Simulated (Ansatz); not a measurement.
Reaction (cleavage of the B–Si bond): `CB[Si]1(N)C=N1` + `OCO` → `CBOCO` + `N[SiH]1C=N1`

Gas-phase electronic energies from Ansatz, PBE0-D4/def2-TZVP geometries. CCSD(T)/CBS is the MP2 limit (def2-TZVPP, def2-QZVPP) plus CCSD(T) − MP2 in def2-TZVPP, frozen cores. This one scheme is used for every species. One conformer a species, not always the lowest.

```csv
species,HF/def2-QZVPP energy (Eh)
`CB[Si]1(N)C=N1`,-502.40522
`OCO`,-190.00757
`CBOCO`,-254.38628
`N[SiH]1C=N1`,-438.09355
```

(1) Work out ΔE.

Largest T1 diagnostic among the species: 0.018.

## Answers

(1) ΔE = (-254.38628) + (-438.09355) − (-502.40522) − (-190.00757) = -0.06704 Eh = -176.0 kJ/mol. CCSD(T)/CBS gives -149.8 kJ/mol.

The D4 term adds +4.3 kJ/mol with B3LYP and +2.5 kJ/mol with PBE0; it sums over pairs of atoms, weighted by their polarisabilities, and B3LYP, whose exchange is more repulsive, gets the larger term. From PBE to PBE0 (25 % exact exchange), in def2-TZVPP and without D4, ΔE moves by −11.5 kJ/mol. In def2-TZVPP, CCSD(T) changes the Hartree–Fock value by +24.0 kJ/mol (the triples alone add +4.2 kJ/mol) and MP2 by +18.6 kJ/mol.

B3LYP here is the variant with VWN-RPA as its local correlation; programs differ in this.
